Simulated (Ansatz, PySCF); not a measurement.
Gas-phase reaction R1 + R2 → P1, each structure at its B3LYP-D3(BJ)/def2-TZVP stationary point, reached from a drawn start (curvature not checked).
P1, FeH2O2 (SMILES [OH][Fe][OH]) (charge 0, multiplicity 5):
```
atom    x (Å)    y (Å)   z (Å)
----  -------  -------  ------
Fe     0.0000  -0.2348  0.0000
O      1.7889  -0.2960  0.0000
O     -1.7889  -0.2960  0.0000
H      2.4324   0.4133  0.0000
H     -2.4324   0.4133  0.0000
```
R1, FeO (SMILES [O]=[Fe]) (charge 0, multiplicity 5):
```json
[
 {"atom": "Fe", "x (Å)": "0.0000", "y (Å)": "0.0000", "z (Å)": "-0.8040"},
 {"atom": "O", "x (Å)": "0.0000", "y (Å)": "0.0000", "z (Å)": "0.8040"}
]
```
R2: H2O (SMILES O), charge 0, multiplicity 1.

```json
[
 {"level": "PBE/def2-TZVPP", "reaction energy (kJ/mol)": "-245.0", "cost": "×1"},
 {"level": "PBE-D4/def2-TZVPP", "reaction energy (kJ/mol)": "-247.8", "cost": "×1"},
 {"level": "BLYP/def2-TZVPP", "reaction energy (kJ/mol)": "-236.9", "cost": "×0.9"},
 {"level": "BLYP-D3(BJ)/def2-TZVPP", "reaction energy (kJ/mol)": "-243.4", "cost": "×0.9"},
 {"level": "BLYP-D4/def2-TZVPP", "reaction energy (kJ/mol)": "-242.8", "cost": "×0.9"},
 {"level": "r2SCAN/def2-TZVPP", "reaction energy (kJ/mol)": "-282.9", "cost": "×2"},
 {"level": "r2SCAN-D3(BJ)/def2-TZVPP", "reaction energy (kJ/mol)": "-283.7", "cost": "×2"},
 {"level": "B97M-V/def2-TZVPP", "reaction energy (kJ/mol)": "-288.3", "cost": "×3"},
 {"level": "PBE0/def2-TZVPP", "reaction energy (kJ/mol)": "-316.0", "cost": "×0.7"},
 {"level": "PBE0-D3(BJ)/def2-TZVPP", "reaction energy (kJ/mol)": "-318.6", "cost": "×0.7"},
 {"level": "CAM-B3LYP/def2-TZVPP", "reaction energy (kJ/mol)": "-330.9", "cost": "×0.9"},
 {"level": "CAM-B3LYP-D3(BJ)/def2-TZVPP", "reaction energy (kJ/mol)": "-333.4", "cost": "×0.9"},
 {"level": "B2PLYP/def2-TZVPP", "reaction energy (kJ/mol)": "-329.8", "cost": "×1"},
 {"level": "MP2/def2-SVP", "reaction energy (kJ/mol)": "-460.9", "cost": "-"},
 {"level": "MP2/def2-QZVPP", "reaction energy (kJ/mol)": "-502.0", "cost": "-"},
 {"level": "MP2/CBS(def2-TZVPP, def2-QZVPP)", "reaction energy (kJ/mol)": "-509.1", "cost": "-"},
 {"level": "SCS-MP2/def2-SVP", "reaction energy (kJ/mol)": "-456.7", "cost": "-"},
 {"level": "SCS-MP2/def2-QZVPP", "reaction energy (kJ/mol)": "-501.1", "cost": "-"},
 {"level": "CCSD(T)/def2-QZVPP", "reaction energy (kJ/mol)": "-341.1", "cost": "×9*"},
 {"level": "CCSD(T)/CBS(def2-TZVPP, def2-QZVPP)", "reaction energy (kJ/mol)": "-345.3", "cost": "×10*"}
]
```

P less R. No zero-point or thermal terms; singlets are restricted closed shells; open shells are unrestricted; no spin–orbit coupling. The spin states of the d-block species are the ones drawn and need not be the lowest.

Cores are frozen in the correlated methods. CBS(a, b) extrapolates the correlation energy as X⁻³ and adds the Hartree–Fock energy of set b.

Doubts at one or more of the structures used: a spin-contaminated determinant (B2PLYP/def2-TZVPP, MP2/def2-SVP, MP2/def2-QZVPP, MP2/CBS(def2-TZVPP, def2-QZVPP), SCS-MP2/def2-SVP, SCS-MP2/def2-QZVPP, CCSD(T)/def2-QZVPP, CCSD(T)/CBS(def2-TZVPP, def2-QZVPP)); T1 above 0.05 (CCSD(T)/def2-QZVPP, CCSD(T)/CBS(def2-TZVPP, def2-QZVPP)).

Run with Ansatz (Gaussian orbitals); PySCF for the D3/D4 terms. No computed number here is a measurement.

Costs are rough ratios of core time to PBE/def2-TZVPP (about 90 s over the structures, on one shared machine); a dash marks a level with no comparable run of its own. A star marks coupled-cluster runs past 200 virtual orbitals, where the program's memory plan changes under this machine's limit, so their costs aren't comparable with smaller runs.

Ansatz is a quantum-chemistry and plane-wave program.
